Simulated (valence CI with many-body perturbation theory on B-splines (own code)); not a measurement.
## Basis-set convergence for Pm²²⁺

Computed by relativistic CI+MBPT: three valence electrons over a frozen Dirac-Fock core [Kr], a basis of 7 s, 7 p, 8 d, 6 f, 4 g, 1 h functions for each j, with the one-electron correlation potential Σ1, the two-electron term Σ2, the three-electron term Σ3, Breit, model QED; selected CI, second order for the rest, scaled by the run's own slope (own B-spline code, finite nucleus).

No measured levels were compared; by estimate terms of the open shell hold to 2 to 4 % of their energy, and close levels can change places. Only levels of the ground parity were solved; by the run's estimate the other parity begins above the list, which can be wrong where configurations are misplaced.

The reference run has the lowest level (4d3/2^3) J=3/2 and an ionisation energy of 690.389 eV. Its largest variational space holds 5306 state functions.

Levels are named by their leading jj configuration (3d3/2^4 stands for four electrons in 3d with j = 3/2), which in mixed levels can hold well under half, so a name can repeat and another be missing. Letters in brackets count levels of one name in rising energy.

Changed runs:
A. basis 6 s, 6 p, 5 d, 5 f, 1 g
B. basis 5 s, 5 p, 4 d, 4 f

Excitation energies of the reference run in cm⁻¹, and shifts in cm⁻¹:

```tsv
Level	Reference	A	B
(4d3/2^2 4d5/2) J=5/2 [a]	31409	-89	-255
(4d3/2^2 4d5/2) J=7/2	48751	-29	-2.2
(4d3/2^2 4d5/2) J=3/2	49492	+21	+343
(4d3/2^2 4d5/2) J=9/2	55057	+54	+343
(4d3/2^2 4d5/2) J=1/2	58024	+1.9	+360
(4d3/2 4d5/2^2) J=7/2 [a]	86860	+54	+292
(4d3/2^2 4d5/2) J=5/2 [b]	88337	-16	+258
(4d3/2 4d5/2^2) J=9/2	91910	-15	+193
(4d3/2 4d5/2^2) J=3/2 [a]	103377	+65	+352
(4d3/2 4d5/2^2) J=1/2	108800	+99	+718
(4d3/2 4d5/2^2) J=11/2	113985	+97	+748
(4d3/2 4d5/2^2) J=5/2 [a]	121823	+170	+785
Ionisation energy (eV)	690.389	-0.033	-0.078
```
